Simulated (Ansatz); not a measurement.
A trace of molecular dynamics of a periodic cell of 12 atoms, H (contents 6 H2, density as packed 0.10 g/cm³ with natural masses).

Computed with DFT PBE-D3(BJ), scalar-relativistic, plane waves, PAW (Ansatz). Settings: accuracy low, cutoff 250 eV, k mesh 1x1x1, fermi-dirac smearing 0.02 eV, no spin polarisation.

```json
{
  "ensemble": "NPT, Langevin",
  "set temperature": "1500 K",
  "friction": "0.005 /fs",
  "pressure": "10 GPa",
  "seed": "859682"
}
```

```csv
time (fs),T (K),potential energy less start (eV),conserved less start (meV/atom),P (GPa),volume (Å³)
0.0,1375,0.000,0.00,0.5,198.0
6.0,994,0.922,3.55,-0.4,197.6
12.0,1610,0.019,-2.21,1.8,195.8
18.0,1475,0.218,-2.18,2.4,192.9
24.0,1372,0.274,1.40,0.0,188.4
30.0,1436,0.470,3.14,0.6,182.2
36.0,1539,0.192,1.59,3.2,174.7
42.0,1533,0.348,0.59,2.3,166.4
48.0,1173,1.324,2.73,1.8,158.1
54.0,1479,0.792,1.39,4.2,149.5
60.0,1595,0.317,-0.45,4.7,140.9
66.0,1335,1.204,4.02,3.2,132.2
72.0,1414,1.226,0.92,4.9,123.9
78.0,1238,1.909,8.42,11.1,116.1
84.0,1900,1.249,-0.27,7.5,109.0
90.0,1383,2.291,4.17,6.1,102.7
96.0,1840,1.803,1.89,8.1,97.1
102.0,1879,1.985,6.00,15.2,91.9
108.0,1992,1.496,1.32,10.9,87.1
114.0,1629,2.108,5.02,7.7,82.7
120.0,1630,2.368,4.24,13.9,78.6
126.0,1647,2.512,3.79,19.2,75.2
132.0,1486,3.148,5.70,18.6,72.2
138.0,1551,3.746,5.47,17.7,69.5
144.0,1892,3.757,4.60,22.7,67.2
150.0,2276,3.391,5.42,21.0,65.3
```

Task: Is this trajectory sound?

Result: The conserved energy wandered by up to 8.4 meV per atom (net 5.4 meV per atom), which is poor conservation. The mean temperature of the second half is 13 % above the set value. A run of 0.15 ps of so small a system gives no equilibrium averages. The plane-wave cutoff is below what these datasets need, so energies and pressures aren't converged. Limits of this set-up: coarse k mesh, low accuracy level. The cell's volume went from 198 to 65 Å³. The time step was 0.75 fs.

Time of the run: 62 s on 1 thread of Arm Neoverse V1 (shared host), peak memory 0.26 GiB.
